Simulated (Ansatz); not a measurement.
A run for Ansatz (an electronic-structure program): R-PBE0/def2-TZVPPD on C2H9N (a complex), monomers drawn apart or pushed together. Files ending in .json are basis or fitting sets from the Basis Set Exchange.

Ansatz 0.2 input:
```yaml
crystal:
  periodic: [false, false, false]
  atoms:
    - {symbol: C, position_ang: [0.06534539, 0.01999414, 0.07014808]}
    - {symbol: H, position_ang: [0.93317877, -0.63723233, 0.01232120]}
    - {symbol: H, position_ang: [-0.46566412, -0.15390125, 1.00591265]}
    - {symbol: H, position_ang: [0.39821374, 1.05703365, 0.02351863]}
    - {symbol: H, position_ang: [-0.59431880, -0.18274317, -0.77340044]}
    - {symbol: C, position_ang: [0.49858614, 0.08051743, 3.54622699]}
    - {symbol: N, position_ang: [-0.88481582, -0.32683121, 3.30360458]}
    - {symbol: H, position_ang: [0.66841979, 1.05946566, 3.09555396]}
    - {symbol: H, position_ang: [1.17121416, -0.62156944, 3.05135279]}
    - {symbol: H, position_ang: [0.78739166, 0.13906888, 4.60420644]}
    - {symbol: H, position_ang: [-1.53279111, 0.31841465, 3.73873693]}
    - {symbol: H, position_ang: [-1.06639722, -1.24150857, 3.69848531]}
basis:
  gaussian:
    orbitals: def2-TZVPPD.json
hamiltonian:
  xc: {name: PBE0}
scf: {lower_state_search: off}
```

The head of its log:

```
WARN ansatz: RAYON_NUM_THREADS=2 ignored (pool sized by the plan → 2); use --threads N
Functional definition: PBE0
these checks for a lower state are left out or cut short: stability, starts, cluster_reference, orbital_swaps, neighbouring_geometries, increment
integrals: 0.13 GiB planned
1058 factors; their error is unknown
mean field: 1.46 GiB planned
mean field evaluation 1: about -3697.2237 eV, gradient 7.0e1 eV
mean field evaluation 2: about -3691.5447 eV, gradient 8.4e1 eV
```

Q: Give the final energy of this run.

A: -136.2567 hartree.
